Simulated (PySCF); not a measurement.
**Electronic absorption of C2H7ClSi**

Compound: C₂H₇ClSi.
Z-matrix (Å and degrees, PBE0-D3(BJ)/def2-SVP geometry), rows numbered from 1:
```
Si
C   1  1.8925
C   2  1.5113  1  113.56
Cl  3  1.7959  2  112.05  1   179.90
H   1  1.4957  2  110.33  3   -59.45
H   1  1.4957  2  110.37  3    60.29
H   1  1.4933  2  109.64  3  -179.55
H   2  1.1027  1  108.30  3   122.42
H   2  1.1027  1  108.36  3  -122.50
H   3  1.0992  2  111.88  1    60.64
H   3  1.0992  2  111.90  1   -60.84
```

Method used: TDDFT wB97X-D/def2-SVPD, vertical, gas phase, core orbitals frozen in the response (PySCF 2.14.0, density-fitted response routines).

```
state  E (eV)  E (kJ/mol)  λ (nm)       f  symmetry   main configurations (H = HOMO, L = LUMO)
   S1    7.28         703   170.2  0.0008         –                 H-1→L (55%), H-1→L+1 (26%)
   S2    7.31         705   169.7  0.0097        A′                     H→L (58%), H→L+1 (22%)
   S3    8.32         803   149.0   0.036        A′        H→L+1 (45%), H→L (21%), H-2→L (15%)
   S4    8.41         811   147.4   0.026        A″  H-1→L+1 (41%), H-1→L+4 (22%), H-1→L (18%)
   S5    8.58         828   144.5   0.098        A′                   H-2→L (56%), H→L+1 (10%)
   S6    8.82         851   140.6   0.018        A″  H-3→L (62%), H-3→L+1 (14%), H-3→L+2 (12%)
   S7    8.86         855   139.9   0.037        A′                 H-2→L+1 (38%), H→L+4 (29%)
   S8    9.03         871   137.3   0.107        A′  H-4→L+1 (35%), H-4→L (27%), H-2→L+1 (17%)
   S9    9.11         879   136.1  0.0030        A″  H-3→L+1 (40%), H-2→L+3 (16%), H-3→L (11%)
  S10    9.29         896   133.5  0.0052        A″  H→L+3 (39%), H-4→L+3 (21%), H-2→L+3 (17%)
```

Triplets, Tamm–Dancoff:

```
state  E (eV)  λ (nm)  main configurations (H = HOMO, L = LUMO)
   T1    6.66   186.1                H-1→L (50%), H-1→L+1 (27%)
   T2    6.67   185.7                    H→L (48%), H→L+1 (26%)
   T3    7.93   156.4        H-2→L (51%), H→L (15%), H→L+1 (8%)
   T4    8.12   152.8                H→L+1 (36%), H-2→L+1 (35%)
```

The lowest singlet comes at 170 nm (703 kJ/mol) in the vacuum ultraviolet; it is very weak; its leading configuration is HOMO-1→LUMO (55%). The most intense listed level is S8 at 9.03 eV (137 nm, f = 0.107), 1.74 eV above S1. Löwdin shares by element: HOMO chlorine 69%, carbon 20%, silicon 6%; LUMO silicon 29%, chlorine 23%, carbon 11% or more, hydrogen 7% or more (atoms not listed hold the other 30%). Weighted by f, the mean energy of these states is 8.70 eV. The listed states span 2.00 eV, and the widest gap between neighbours is 1.01 eV (S2 to S3). Of the 10 states listed, 6 reach f = 0.01 and none stays under 0.0005. The vertical ionisation energy (ΔSCF) is 10.80 eV, 1.51 eV above S10. Symmetry labels in Cs follow from the direction of the transition dipole and are given only for states with f of 0.002 or more. Singlets were solved by full linear response, triplets in the Tamm–Dancoff approximation.

One conformer stands for the species.
